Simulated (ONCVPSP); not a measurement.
# Which change was made? (Te, ONCV)

tellurium (Te), optimised norm-conserving Vanderbilt (ONCV), made with ONCVPSP 4.0.1 (LDA (Perdew-Zunger), scalar-relativistic). Core [Kr] 4d10, reference 5s2 5p4. Waves: 5s: rc 1.65 bohr, ncon 4, nbas 9, qcut 3.7 1/bohr, 2 projectors, debl 1.3 Ha; 5p: rc 2.40 bohr, ncon 4, nbas 7, qcut 3.9 1/bohr, 2 projectors, debl 3.2 Ha. Local part: polynomial inside 1.25 bohr (lpopt 4, dvloc0 1 Ha). Core correction: Teter function, fcfact 3.75, rcfact 1.05.

Cutoffs, loose and tight: the cutoffs (Ha) at which the residual kinetic energy of the hardest occupied pseudo-wave falls to 1 and 0.1 mHa per electron. They do not see the model core or the augmentation charge, which bear on the density cutoff. Test errors are all-electron minus pseudo excitation energies from the reference, over the configurations 5s2 5p3; 5s2 5p2; 5s2 5p1; 5s1 5p5; variants that change the core or the reference have their own tests.

The base gives: outcome: generated; cutoff, loose: 8.0 Ha; cutoff, tight: 27 Ha; bound ghosts: none; GHOST(+) flags above zero: s, p; largest test error (meV): +19.

After one change the result is: outcome: generated; cutoff, loose: 8.0 Ha; cutoff, tight: 27 Ha; bound ghosts: none; GHOST(+) flags above zero: s, p; largest test error (meV): +5.4. Which change was it?
A. functional BLYP
B. p: ncon 3, nbas 6
C. p: qcut 4.7
D. all radii but the core radius scaled by about 1.06 (s 1.74, p 2.54 bohr); local potential polynomial inside 1.32 bohr (lpopt 4, dvloc0 1 Ha)

B. The others give: p: qcut 4.7 → outcome: generated; cutoff, loose: 8.0 Ha; cutoff, tight: 27 Ha; bound ghosts: none; GHOST(+) flags above zero: s, p; largest test error (meV): +34 | functional BLYP → outcome: generated; cutoff, loose: 8.0 Ha; cutoff, tight: 27 Ha; bound ghosts: none; GHOST(+) flags above zero: s, p; largest test error (meV): +89 | all radii but the core radius scaled by about 1.06 (s 1.74, p 2.54 bohr); local potential polynomial inside 1.32 bohr (lpopt 4, dvloc0 1 Ha) → outcome: generated; cutoff, loose: 9.9 Ha; cutoff, tight: 39 Ha; bound ghosts: none; GHOST(+) flags above zero: s, p; largest test error (meV): +5.6.
